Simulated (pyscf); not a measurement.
**•HC=C=CH–CH₂–CH₃ (SMILES [CH]=C=CCC), doublet**

Gas-phase minimum from PySCF at ωB97X-D3(BJ)/def2-SVP, one conformer. •HC=C=CH–CH₂–CH₃ lies 13.8 kcal/mol over its isomer •H₂C–C(=CH₂)–CH=CH₂, and others may lie lower still (electronic energy, ωB97M-D3(BJ)). 

```xyz
12

C      1.9694     1.4006     0.2605
C      1.0133     0.6402     0.1332
C     -0.0741    -0.2036    -0.0130
C     -1.4780     0.2807    -0.2388
C     -2.4519    -0.2051     0.8419
H      2.8102     2.0619     0.3727
H      0.0995    -1.2845     0.0541
H     -1.8264    -0.0808    -1.2249
H     -1.4819     1.3808    -0.2901
H     -2.4695    -1.3060     0.8943
H     -3.4771     0.1387     0.6322
H     -2.1596     0.1729     1.8342
```
Charge 0, spin multiplicity 2.

Bonds (Å): C1–C2 1.228, C1–H6 1.076, C2–C3 1.384, C3–C4 1.502, C3–H7 1.097, C4–C5 1.534, C4–H8 1.107, C4–H9 1.101, C5–H10 1.102, C5–H11 1.101, C5–H12 1.101. Bond angles (°): C2–C1–H6 179.7, C1–C2–C3 179.3, C2–C3–C4 123.6, C2–C3–H7 118.0, C4–C3–H7 118.4, C3–C4–C5 112.7, C3–C4–H8 108.8, C3–C4–H9 109.4, C5–C4–H8 108.9, C5–C4–H9 110.3, H8–C4–H9 106.5, C4–C5–H10 111.1, C4–C5–H11 111.0, C4–C5–H12 110.9 (the first ones only).

Properties at ωB97X-D3(BJ)/def2-SVP:

```yaml
harmonic_wavenumbers_unscaled: 24, 183, 262, 339, 400, 542, 543, 636, 703, 777, 892, 1017, 1075, 1109, 1169, 1274, 1320, 1407, 1434, 1465, 1479, 1489, 2039, 3049, 3064, 3131, 3158, 3163, 3190, 3476 cm⁻¹
zero_point_energy: 62.6 kcal/mol
rotational_symmetry_number: 1
Entropy of this conformer at 298 K and 1 atm, rigid rotor and harmonic oscillator, modes under 100 cm⁻¹ raised to 100: 324.8 J/(mol K)
dipole_moment: 0.57 D
Spin expectation value S2: 0.780
```

Single-point totals, which compare only within one level:

```csv
level,total energy (hartree)
ωB97X-D3(BJ)/def2-TZVP,-194.80038
PBE/def2-TZVP,-194.43344
r²SCAN/def2-TZVP,-194.58224
B3LYP-D3(BJ)/def2-TZVP,-194.72718
PBE0-D3(BJ)/def2-TZVP,-194.46455
M06-2X/def2-TZVP,-194.60441
ωB97M-D3(BJ)/def2-TZVP,-194.75635
```

The lowest mode is so soft that the shape along it may change with the basis. Soft torsions are taken as harmonic, which can shift the entropy by several J/(mol K).
